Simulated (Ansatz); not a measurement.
Computed with Ansatz on PBE0-D4/def2-TZVP structures; ΔE is electronic, products minus reactants. CBS: MP2 limit from def2 TZ/QZ plus the TZ coupled-cluster correction, frozen cores. Functionals use def2-TZVPP. For Ge outer-core shells are correlated without core-valence functions, which leaves a few kJ/mol of doubt a bond. Scalar relativity is left out up to krypton. Each species was taken in one conformer, which may not be the lowest.

Consider the isomerisation: `C[N]([GeH3])[Si](C)(C)C` → `CC(C)(C)[N]([SiH3])[GeH3]`.

| level | ΔE (kcal/mol) |
| --- | --- |
| r2SCANh | 30.4 |
| SCS-MP2/def2-QZVPP | 26.3 |

(1) What does CCSD(T)/CBS give? (An estimate is asked.)

Largest T1 diagnostic among the species: 0.011.

Results:

(1) Computed: +26.9 kcal/mol. The listed levels differ from it by 3.5, -0.6 kcal/mol.

In def2-TZVPP, CCSD(T) changes the Hartree–Fock value by −3.1 kcal/mol (the triples alone add −0.7 kcal/mol) and MP2 by −2.8 kcal/mol. From BLYP to BHLYP (50 % exact exchange), in def2-TZVPP and without D4, ΔE moves by −2.1 kcal/mol. The D4 term adds −2.0 kcal/mol with B3LYP and −1.0 kcal/mol with PBE0; it sums over pairs of atoms, weighted by their polarisabilities, and B3LYP, whose exchange is more repulsive, gets the larger term.

CCSD(T)/CBS has its own doubt, a few kJ/mol and more with outer-core shells, so smaller differences from it don't rank the levels.

B3LYP here is the variant with VWN-RPA as its local correlation; programs differ in this.
